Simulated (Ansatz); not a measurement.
Consider the redistribution: `CB(N)P` + `N[SiH2]O[SiH2][SiH3]` → `CB(N)[SiH2][SiH3]` + `N[SiH2]OP`.

Program: Ansatz. Geometries: PBE0-D4/def2-TZVP. ΔE: electronic, gas phase. CCSD(T)/CBS is the MP2 limit (def2-TZVPP, def2-QZVPP) plus CCSD(T) − MP2 in def2-TZVPP, frozen cores. Functionals use def2-TZVPP. One conformer a species, not always the lowest.

| level | ΔE (eV) |
| --- | --- |
| PBE | 1.23 |
| HF/def2-QZVPP | 1.43 |
| MP2/def2-QZVPP | 1.44 |
| CCSD/CBS(def2) | 1.39 |

**Question.** What does CCSD(T)/CBS give? (Best estimate.)

**Answer.** Computed: +1.38 eV. The listed levels differ from it by -0.15, 0.05, 0.06, 0.01 eV.

Largest T1 diagnostic among the species: 0.013.

From PBE to PBE0 (25 % exact exchange), in def2-TZVPP and without D4, ΔE moves by +0.07 eV. The D4 term adds +0.05 eV with B3LYP and +0.03 eV with PBE0; it sums over pairs of atoms, weighted by their polarisabilities, and B3LYP, whose exchange is more repulsive, gets the larger term.

B3LYP here is the variant with VWN-RPA as its local correlation; programs differ in this.
